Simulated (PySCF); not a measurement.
# Fluorine: a sound run and one with changed settings

Sound run: F⁺ [He] 2s2 2p4, F²⁺ [He] 2s2 2p3. All numbers are calculated (PySCF 2.14, no relativity, point nucleus, in aug-cc-pVDZ). In the sound run the correlated levels freeze 1s2. The sound run starts from symmetry-adapted Hartree-Fock orbitals and uses a fine grid where one is needed.

Changed run: basis STO-3G. This setting is unsound on purpose.

```csv
species,method,sound run (hartree),changed run (hartree),converged
F⁺,UHF,-98.80167,-97.52349,yes
F⁺,LDA,-98.41342,-97.07786,yes
F⁺,M06-2X,-99.06048,-97.76710,yes
F⁺,MP2,-98.90483,-97.52349,yes
F²⁺,UHF,-97.57598,-96.22428,yes
F²⁺,LDA,-97.11648,-95.73133,yes
F²⁺,M06-2X,-97.77238,-96.41194,yes
F²⁺,MP2,-97.64639,-96.22428,yes
```

Ionisation energy of F⁺:

| method | sound run (eV) | changed run (eV) |
| --- | --- | --- |
| UHF | 33.353 | 35.353 |
| LDA | 35.292 | 36.641 |
| M06-2X | 35.051 | 36.876 |
| MP2 | 34.244 | 35.353 |
| SCS-MP2 | 34.249 | 35.353 |

A minimal basis cannot let orbitals breathe on ionisation and holds almost no correlation.

For comparison, NIST gives 34.971 eV between the lowest levels.
